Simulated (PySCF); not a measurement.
Molfile (atoms numbered from 1):
```
C12H22
     RDKit          3D

 34 35  0  0  0  0  0  0  0  0999 V2000
    3.4001   -0.0007    0.6878 C   0  0  0  0  0  0  0  0  0  0  0  0
    2.6084   -1.3034    0.6514 C   0  0  0  0  0  0  0  0  0  0  0  0
    1.1149   -1.0553    0.8382 C   0  0  0  0  0  0  0  0  0  0  0  0
    0.5703   -0.0700   -0.1994 C   0  0  0  0  0  0  0  0  0  0  0  0
   -0.9477    0.1598   -0.1259 C   0  0  0  0  0  0  0  0  0  0  0  0
   -1.4500    0.6626    1.2300 C   0  0  0  0  0  0  0  0  0  0  0  0
   -2.9480    0.9519    1.2051 C   0  0  0  0  0  0  0  0  0  0  0  0
   -3.7462   -0.2693    0.7611 C   0  0  0  0  0  0  0  0  0  0  0  0
   -3.2493   -0.7950   -0.5810 C   0  0  0  0  0  0  0  0  0  0  0  0
   -1.7499   -1.0724   -0.5512 C   0  0  0  0  0  0  0  0  0  0  0  0
    1.3676    1.2352   -0.1450 C   0  0  0  0  0  0  0  0  0  0  0  0
    2.8631    1.0000   -0.3295 C   0  0  0  0  0  0  0  0  0  0  0  0
    4.4706   -0.1943    0.5113 H   0  0  0  0  0  0  0  0  0  0  0  0
    3.3250    0.4380    1.6995 H   0  0  0  0  0  0  0  0  0  0  0  0
    2.9783   -1.9993    1.4221 H   0  0  0  0  0  0  0  0  0  0  0  0
    2.7740   -1.8019   -0.3212 H   0  0  0  0  0  0  0  0  0  0  0  0
    0.9455   -0.6481    1.8510 H   0  0  0  0  0  0  0  0  0  0  0  0
    0.5657   -2.0095    0.7903 H   0  0  0  0  0  0  0  0  0  0  0  0
    0.7631   -0.5162   -1.1954 H   0  0  0  0  0  0  0  0  0  0  0  0
   -1.1731    0.9539   -0.8652 H   0  0  0  0  0  0  0  0  0  0  0  0
   -0.8967    1.5651    1.5366 H   0  0  0  0  0  0  0  0  0  0  0  0
   -1.2478   -0.1033    1.9999 H   0  0  0  0  0  0  0  0  0  0  0  0
   -3.2868    1.2919    2.1975 H   0  0  0  0  0  0  0  0  0  0  0  0
   -3.1444    1.7865    0.5076 H   0  0  0  0  0  0  0  0  0  0  0  0
   -4.8207   -0.0294    0.7077 H   0  0  0  0  0  0  0  0  0  0  0  0
   -3.6427   -1.0644    1.5220 H   0  0  0  0  0  0  0  0  0  0  0  0
   -3.8015   -1.7054   -0.8664 H   0  0  0  0  0  0  0  0  0  0  0  0
   -3.4626   -0.0455   -1.3648 H   0  0  0  0  0  0  0  0  0  0  0  0
   -1.4044   -1.4177   -1.5404 H   0  0  0  0  0  0  0  0  0  0  0  0
   -1.5521   -1.9005    0.1532 H   0  0  0  0  0  0  0  0  0  0  0  0
    1.2003    1.7283    0.8297 H   0  0  0  0  0  0  0  0  0  0  0  0
    0.9925    1.9326   -0.9130 H   0  0  0  0  0  0  0  0  0  0  0  0
    3.4113    1.9537   -0.2579 H   0  0  0  0  0  0  0  0  0  0  0  0
    3.0453    0.6137   -1.3490 H   0  0  0  0  0  0  0  0  0  0  0  0
  1  2  1  0
  2  3  1  0
  3  4  1  0
  4  5  1  0
  5  6  1  0
  6  7  1  0
  7  8  1  0
  8  9  1  0
  9 10  1  0
  4 11  1  0
 11 12  1  0
 12  1  1  0
 10  5  1  0
  1 13  1  0
  1 14  1  0
  2 15  1  0
  2 16  1  0
  3 17  1  0
  3 18  1  0
  4 19  1  0
  5 20  1  0
  6 21  1  0
  6 22  1  0
  7 23  1  0
  7 24  1  0
  8 25  1  0
  8 26  1  0
  9 27  1  0
  9 28  1  0
 10 29  1  0
 10 30  1  0
 11 31  1  0
 11 32  1  0
 12 33  1  0
 12 34  1  0
M  END
```

Geometry: PBE0-D3(BJ)/def2-SVP; GIAO shifts from PySCF 2.14.0 with density-fitted response routines, gas phase, non-relativistic, averaged over equivalent atoms.

At PBE0/pcSseg-1 (314 basis functions):
| atoms | δ (ppm) |
| --- | --- |
| C4/C5 | 45.2 |
| C3/C6/C10/C11 | 31.2 |
| C2/C7/C9/C12 | 29.4 |
| C1/C8 | 29.2 |
| H15/H23/H27/H33 | 1.64 |
| H13/H25 | 1.52 |
| H18/H21/H29/H32 | 1.34 |
| H16/H24/H28/H34 | 1.16 |
| H14/H26 | 1.04 |
| H17/H22/H30/H31 | 0.99 |
| H19/H20 | 0.79 |

References, each an isolated molecule treated in the same way: $^{13}$C (184.41 ppm), $^{1}$H (31.27 ppm) vs TMS.

Question: Estimate the result of repeating the calculation with wB97X-D/pcSseg-1.

Answer: 
```
          atoms  δ at wB97X-D/pcSseg-1  change
          C4/C5                   44.4    -0.8
  C3/C6/C10/C11                   30.7    -0.5
   C2/C7/C9/C12                   28.7    -0.7
          C1/C8                   28.5    -0.7
H15/H23/H27/H33                   1.58   -0.06
        H13/H25                   1.47   -0.05
H18/H21/H29/H32                   1.30   -0.04
H16/H24/H28/H34                   1.10   -0.06
        H14/H26                   1.00   -0.04
H17/H22/H30/H31                   0.95   -0.04
        H19/H20                   0.74   -0.05
```

Shifts are taken against calculated references (same method and geometry level): TMS for $^{13}$C (184.54 ppm) and $^{1}$H (31.38 ppm).

The largest change is at C4/C5 (sp3 CH in a ring). Cost: 314 basis functions. The order of the carbon signals is the same at both levels.
